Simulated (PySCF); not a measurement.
Compound: 4-fluorostyrene, C₈H₇F.
Cartesian coordinates in Å at the GFN2-xTB level; atoms count from 1:
```
atom  x, y, z in Å
C1     2.1949   -1.8104    0.3185
C2     1.7741   -0.6945   -0.2650
C3     0.4578   -0.0805   -0.1340
C4     0.1933    1.1004   -0.8319
C5    -1.0349    1.7263   -0.7476
C6    -2.0139    1.1594    0.0475
F7    -3.2189    1.7618    0.1373
C8    -1.7904   -0.0094    0.7534
C9    -0.5569   -0.6217    0.6579
H10    3.1915   -2.1826    0.1545
H11    1.5782   -2.3982    0.9764
H12    2.4549   -0.1574   -0.9143
H13    0.9652    1.5341   -1.4508
H14   -1.2420    2.6384   -1.2853
H15   -2.5772   -0.4241    1.3639
H16   -0.3831   -1.5326    1.2080
```

Computed, not measured: TDDFT CAM-B3LYP/def2-SVPD, vertical, gas phase, core orbitals frozen in the response (PySCF 2.14.0, density-fitted response routines).

Transition dipole moments from the ground state, in atomic units and in the frame of the coordinates above (overall signs are arbitrary), for the states with f of 0.002 or more among the lowest 8:

```
state  E (eV)      μx      μy      μz
   S1   4.954   0.925  -0.456  -0.075
   S2   5.247  -1.117   0.880  -0.134
   S3   6.425  -0.136   1.119  -0.708
   S4   6.595  -0.068  -0.111  -0.165
   S5   6.706  -1.330   0.959  -0.100
   S8   7.296   0.235  -0.009  -0.092
```

Task: Work out the oscillator strengths.

Result: f = (2/3) ΔE |μ|² with ΔE in hartree (27.2114 eV).

```
state  |μ|² (au)  |μ| (D)      f
   S1      1.069     2.63  0.130
   S2      2.039     3.63  0.262
   S3      1.771     3.38  0.279
   S4      0.044     0.53  0.007
   S5      2.699     4.18  0.443
   S8      0.064     0.64  0.011
```

Task: The point group is Cs. Which irreducible representation does each state belong to?

Result: Polarised normal to the mirror plane, so A″: S4. Polarised in the mirror plane, so A′: S1, S2, S3, S5 and S8.

Task: What angle do the transition dipoles of S3 and S5 make?

Result: |cos θ| = |μa·μb| / (|μa| |μb|) = 0.61, so θ ≈ 53° (taken between 0 and 90°, since the signs are arbitrary).

Task: What peak molar absorption coefficient would the strongest computed level give as a lone Gaussian band 0.4 eV wide at half height?

Result: ε(max) = 2.175×10⁸ f / FWHM, with the width in cm⁻¹. S5: 2.175×10⁸ × 0.4435 / 3226 ≈ 30000 L mol⁻¹ cm⁻¹.

One conformer stands for the species.
